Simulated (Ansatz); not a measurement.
Consider the hydrogenolysis of a B–O bond: `CCOB(O)O` + H₂ → `CCOBO` + H₂O.

Gas-phase electronic energies from Ansatz, PBE0-D4/def2-TZVP geometries. CCSD(T)/CBS adds triple-zeta CCSD(T) − MP2 to the extrapolated MP2 energy (def2 sets, frozen cores). This one scheme is used for every species. DFT in def2-TZVPP. B3LYP here is the variant with VWN-RPA as its local correlation; programs differ in this. Each species was taken in one conformer, which may not be the lowest.

```
             level  ΔE (kJ/mol)  difference from CCSD(T)/CBS
           PBE0-D4         98.4                          0.7
               PBE         93.1                         -4.6
             B3LYP         96.0                         -1.7
     HF/def2-TZVPP        100.1                          2.4
    MP2/def2-TZVPP        102.4                          4.7
   CCSD/def2-TZVPP         99.0                          1.3
CCSD(T)/def2-TZVPP        100.1                          2.4
    MP2/def2-QZVPP        100.8                          3.1
     MP2/CBS(def2)        100.0                          2.3
    CCSD/CBS(def2)         96.6                         -1.1
       CCSD(T)/CBS         97.7                            0
```

Largest T1 diagnostic among the species: 0.012.

The D4 term adds +5.0 kJ/mol with B3LYP and +2.7 kJ/mol with PBE0; it sums over pairs of atoms, weighted by their polarisabilities, and B3LYP, whose exchange is more repulsive, gets the larger term.
